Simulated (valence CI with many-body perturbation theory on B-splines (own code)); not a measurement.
## E1 transitions of Ag40+

Method: relativistic CI+MBPT: five valence electrons over a frozen Dirac-Fock core [He], a basis of 11 s, 11 p, 10 d, 8 f, 5 g, 2 h functions for each j, with the one-electron correlation potential Σ1 (screened to all orders), the two-electron term Σ2, the three-electron term Σ3, Breit, model QED; selected single and double excitations, second order for the rest, scaled by the run's own slope (own B-spline code, finite nucleus).

No measured spectrum was set against this ion. As an estimate, large intervals hold to a few tenths of a per cent, small ones and those within an open d or f shell to about a per cent. Among the levels kept, up to 7100 cm⁻¹ of a level comes from second order outside the variational space, and about a tenth of that is noise between levels of different J, which matters for small intervals.

Lines 51 to 100 of 600 in falling wavelength, among levels below 4257.3 eV, chosen from the strongest by gf and those to the six lowest levels. Wavelengths and rates use the calculated energies. Electric multipoles are in the length gauge, E1 and E2 with the static RPA response of the core. Weak lines are less certain than strong ones. Lines between different terms over intervals too small for the method are left out, as are lines whose strength nearly cancels. The highest levels of a list are the least certain.

Levels are named by their leading jj configuration (3d3/2^4 stands for four electrons in 3d with j = 3/2), which in mixed levels can hold well under half, so a name can repeat and another be missing. Letters in brackets count levels of one name in rising energy.

```
λ vac (Å)                               Upper                               Lower   A (s⁻¹)  log gf  Branch %
    154.6  (2s 2p1/2^2 2p3/2 3d5/2) J=5/2 [a]  (2s 2p1/2^2 2p3/2 3p3/2) J=3/2 [a]  7.71e+09   -0.78       0.0
    152.8  (2s 2p1/2^2 2p3/2 3d5/2) J=7/2 [a]  (2s 2p1/2^2 2p3/2 3p3/2) J=5/2 [a]  1.03e+10   -0.54       0.0
    151.9     (2s 2p1/2 2p3/2^2 3s) J=5/2 [c]  (2s 2p1/2^2 2p3/2 3p3/2) J=3/2 [b]  4.06e+09   -1.07       0.0
    150.5  (2s^2 2p1/2 2p3/2 3d5/2) J=5/2 [a]  (2s^2 2p1/2 2p3/2 3p3/2) J=3/2 [a]  6.35e+09   -0.89       0.0
    149.7  (2s 2p1/2 2p3/2^2 3d5/2) J=3/2 [d]  (2s 2p1/2 2p3/2^2 3p3/2) J=1/2 [c]  8.67e+09   -0.93       0.0
    149.3  (2s 2p1/2^2 2p3/2 3d5/2) J=3/2 [a]  (2s 2p1/2^2 2p3/2 3p3/2) J=3/2 [a]  5.87e+09   -1.11       0.0
    147.3  (2s^2 2p1/2 2p3/2 3d5/2) J=5/2 [b]  (2s^2 2p1/2 2p3/2 3p3/2) J=3/2 [b]  7.52e+09   -0.83       0.0
    134.3  (2s 2p1/2 2p3/2^2 3p3/2) J=5/2 [a]     (2s 2p1/2 2p3/2^2 3s) J=3/2 [a]  5.26e+09   -1.07       0.0
    133.6  (2s 2p1/2 2p3/2^2 3d5/2) J=5/2 [a]  (2s 2p1/2 2p3/2^2 3p3/2) J=5/2 [a]  5.86e+09   -1.03       0.0
    133.6  (2s 2p1/2 2p3/2^2 3d5/2) J=7/2 [b]  (2s 2p1/2 2p3/2^2 3p3/2) J=7/2 [b]  5.36e+09   -0.94       0.0
    129.6       (2p1/2^2 2p3/2^2 3p3/2) J=5/2          (2p1/2^2 2p3/2^2 3s) J=3/2  1.45e+10   -0.66       0.0
    129.3  (2s 2p1/2 2p3/2^2 3p3/2) J=7/2 [b]     (2s 2p1/2 2p3/2^2 3s) J=5/2 [b]  1.29e+10   -0.59       0.0
    127.5  (2s 2p1/2^2 2p3/2 3p3/2) J=3/2 [a]     (2s 2p1/2^2 2p3/2 3s) J=3/2 [a]  1.92e+10   -0.73       0.0
    126.2            (2s 2p3/2^3 3p3/2) J=3/2           (2s 2p3/2^3 3s) J=3/2 [a]  2.14e+10   -0.69       0.1
    126.2      (2s 2p1/2 2p3/2^2 3p3/2) J=9/2  (2s 2p1/2^2 2p3/2 3d5/2) J=7/2 [a]  5.25e+09   -0.90       2.7
    126.1  (2s 2p1/2 2p3/2^2 3p3/2) J=1/2 [c]     (2s 2p1/2 2p3/2^2 3s) J=1/2 [c]  1.84e+10   -1.06       0.0
    125.2       (2p1/2^2 2p3/2^2 3p3/2) J=1/2          (2p1/2^2 2p3/2^2 3s) J=3/2  2.60e+10   -0.91       0.0
    124.6  (2s^2 2p1/2 2p3/2 3d3/2) J=5/2 [b]  (2s^2 2p1/2 2p3/2 3p1/2) J=3/2 [b]  5.61e+09   -1.11       0.0
    123.2          (2s^2 2p3/2^2 3p3/2) J=5/2             (2s^2 2p3/2^2 3s) J=3/2  1.17e+10   -0.80       1.6
    123.0      (2s^2 2p3/2^2 3d5/2) J=5/2 [a]          (2s^2 2p3/2^2 3p3/2) J=5/2  7.11e+09   -1.01       0.0
    122.9  (2s 2p1/2 2p3/2^2 3d3/2) J=7/2 [b]  (2s 2p1/2 2p3/2^2 3p1/2) J=5/2 [b]  8.55e+09   -0.81       0.0
    122.1  (2s 2p1/2 2p3/2^2 3p3/2) J=7/2 [c]     (2s 2p1/2 2p3/2^2 3s) J=5/2 [c]  2.21e+10   -0.40       0.0
    122.0      (2s^2 2p1/2 2p3/2 3p3/2) J=7/2          (2s^2 2p1/2^2 3d5/2) J=5/2  6.09e+09   -0.96       2.7
    121.6            (2s 2p3/2^3 3p3/2) J=5/2           (2s 2p3/2^3 3s) J=3/2 [a]  1.22e+10   -0.79       0.0
    120.7  (2s 2p1/2 2p3/2^2 3p3/2) J=3/2 [e]     (2s 2p1/2 2p3/2^2 3s) J=1/2 [c]  9.64e+09   -1.07       0.0
    119.8       (2p1/2^2 2p3/2^2 3p3/2) J=5/2          (2p1/2^2 2p3/2^2 3s) J=5/2  1.66e+10   -0.67       0.0
    119.4       (2p1/2^2 2p3/2^2 3p3/2) J=7/2          (2p1/2^2 2p3/2^2 3s) J=5/2  3.88e+10   -0.18       0.1
    119.1  (2s 2p1/2 2p3/2^2 3d3/2) J=5/2 [e]  (2s 2p1/2 2p3/2^2 3p1/2) J=3/2 [d]  6.35e+09   -1.09       0.0
    118.8  (2s 2p1/2 2p3/2^2 3p3/2) J=5/2 [c]     (2s 2p1/2 2p3/2^2 3s) J=3/2 [b]  2.72e+10   -0.46       0.1
    118.3  (2s 2p1/2 2p3/2^2 3p3/2) J=3/2 [b]     (2s 2p1/2 2p3/2^2 3s) J=5/2 [b]  1.59e+10   -0.88       0.0
    117.6          (2s^2 2p3/2^2 3p3/2) J=1/2             (2s^2 2p3/2^2 3s) J=3/2  2.06e+10   -1.07       6.2
    117.2  (2s 2p1/2 2p3/2^2 3d3/2) J=5/2 [b]  (2s 2p1/2 2p3/2^2 3p1/2) J=5/2 [b]  1.30e+10   -0.80       0.0
    117.0  (2s 2p1/2 2p3/2^2 3p3/2) J=5/2 [d]     (2s 2p1/2 2p3/2^2 3s) J=3/2 [d]  1.48e+10   -0.74       0.1
    116.7  (2s 2p1/2^2 2p3/2 3p3/2) J=5/2 [b]     (2s 2p1/2^2 2p3/2 3s) J=3/2 [b]  3.42e+10   -0.38       0.1
    116.7  (2s^2 2p1/2 2p3/2 3p3/2) J=1/2 [a]         (2s^2 2p1/2 2p3/2 3s) J=1/2  2.05e+10   -1.08       6.3
    116.6            (2s 2p3/2^3 3p3/2) J=7/2               (2s 2p3/2^3 3s) J=5/2  2.12e+10   -0.46       2.0
    116.6  (2s 2p1/2 2p3/2^2 3d3/2) J=5/2 [a]  (2s 2p1/2 2p3/2^2 3p1/2) J=5/2 [a]  1.15e+10   -0.85       0.0
    116.1  (2s 2p1/2^2 2p3/2 3p3/2) J=5/2 [a]     (2s 2p1/2^2 2p3/2 3s) J=3/2 [a]  2.16e+10   -0.58       0.0
    115.4  (2s 2p1/2 2p3/2^2 3d3/2) J=3/2 [f]  (2s 2p1/2 2p3/2^2 3p1/2) J=3/2 [d]  1.04e+10   -1.08       0.0
    115.4  (2s^2 2p1/2 2p3/2 3p3/2) J=5/2 [a]     (2s^2 2p1/2 2p3/2 3s) J=3/2 [a]  2.48e+10   -0.53       3.9
    115.2  (2s 2p1/2^2 2p3/2 3d3/2) J=5/2 [a]      (2s 2p1/2^2 2p3/2 3p1/2) J=5/2  1.03e+10   -0.91       0.1
    114.9      (2s 2p1/2^2 2p3/2 3p3/2) J=7/2         (2s 2p1/2^2 2p3/2 3s) J=5/2  3.85e+10   -0.21       4.1
    114.6  (2s 2p1/2 2p3/2^2 3d3/2) J=3/2 [b]  (2s 2p1/2 2p3/2^2 3p1/2) J=5/2 [b]  1.85e+10   -0.84       0.0
    114.5  (2s 2p1/2 2p3/2^2 3p3/2) J=3/2 [d]     (2s 2p1/2 2p3/2^2 3s) J=1/2 [b]  1.87e+10   -0.83       0.1
    114.4      (2s^2 2p3/2^2 3d3/2) J=3/2 [b]          (2s^2 2p3/2^2 3p3/2) J=1/2  1.23e+10   -1.01       0.0
    114.3          (2s^2 2p3/2^2 3p3/2) J=5/2             (2s^2 2p3/2^2 3s) J=5/2  1.16e+10   -0.86       1.6
    113.9          (2s^2 2p3/2^2 3p3/2) J=7/2             (2s^2 2p3/2^2 3s) J=5/2  2.54e+10   -0.40       5.8
    113.3      (2s 2p1/2^2 2p3/2 3d3/2) J=7/2      (2s 2p1/2^2 2p3/2 3p1/2) J=5/2  2.01e+10   -0.51       0.4
    113.0  (2s 2p1/2 2p3/2^2 3p3/2) J=5/2 [e]     (2s 2p1/2 2p3/2^2 3s) J=3/2 [d]  1.01e+10   -0.94       0.2
    112.8  (2s 2p1/2 2p3/2^2 3d3/2) J=5/2 [d]  (2s 2p1/2 2p3/2^2 3p3/2) J=3/2 [b]  7.86e+09   -1.05       0.0
```
